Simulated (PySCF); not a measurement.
Assigning NMR signals

Geometry:
```
atom   x (Å)   y (Å)   z (Å)
  C1   2.213  -0.161   0.084
 Si2   0.553   0.736   0.267
  C3  -0.705   0.441  -1.149
  C4  -1.514  -0.512  -0.258
  F5  -2.859  -0.201  -0.243
  C6  -0.844  -0.275   1.103
  H7   2.849   0.347  -0.634
  H8   2.745  -0.186   1.029
  H9   2.082  -1.186  -0.252
 H10   0.712   2.122   0.717
 H11  -1.302   1.316  -1.395
 H12  -0.376  -0.007  -2.082
 H13  -1.457  -1.555  -0.585
 H14  -1.497   0.319   1.738
 H15  -0.606  -1.190   1.639
```

- shielding tensors at PBE0/pcSseg-1 (GIAO)
- GFN2-xTB structure
- run in PySCF 2.14.0 with density-fitted response routines
- no solvent, single conformer, equivalent nuclei averaged, non-relativistic

Shifts are taken against calculated references (same method and geometry level): ¹³C (186.93 ppm) and ¹H (31.72 ppm) vs TMS.

Q: Assign these signals to the numbered atoms. ¹³C{¹H} NMR (computed): δ 90.3 (CH), 25.5 (CH2), -2.8 (CH3).

A: 
90.3 → C4, sp3 CH bonded to F: pulled downfield by the heteroatom
25.5 → C3/C6, sp3 CH2 bonded to Si
-2.8 → C1, methyl carbon bonded to Si: an electropositive neighbour leaves it electron-rich and shielded

Q: Assign these signals to the numbered atoms. ¹H NMR (400 MHz, computed): δ 5.33 (m, 1H), 4.94 (m, 1H), 1.96 (m, 2H), 1.87 (m, 2H), 0.34 (d, 3H).

A: 
5.33 → H13, hydrogen on an sp3 CH bonded to F: its carbon carries F, which withdraws density
4.94 → H10, hydrogen on a silicon bonded to 3 C, in a 4-membered ring
1.96 → H11/H14, hydrogen on an sp3 CH2 bonded to Si
1.87 → H12/H15, hydrogen on an sp3 CH2 bonded to Si
0.34 → H7/H8/H9, hydrogen on a methyl carbon bonded to Si: an electropositive neighbour shields it, as in TMS itself

H11/H14 and H12/H15 lie closer than the usual error of such a calculation, so a measured spectrum could show them in the other order.

Splittings by ¹⁹F in the carbon and heteronuclear signals aren't shown, as no couplings were computed. Shifts are as computed. Against solution values, carbons near 30 ppm lie about +3 ppm off and those near 130 ppm about +5 ppm. Of 1211 compounds with measured shifts, 218 miss one by over three times the rms of a fit or turn the order of signals round; such compounds aren't used in these exercises. No couplings were computed; multiplicities are counted from neighbouring protons, with m where these are inequivalent, close in shift, in a saturated or five-membered ring or joined by F or P, and br s for small geminal =CH2 splittings.
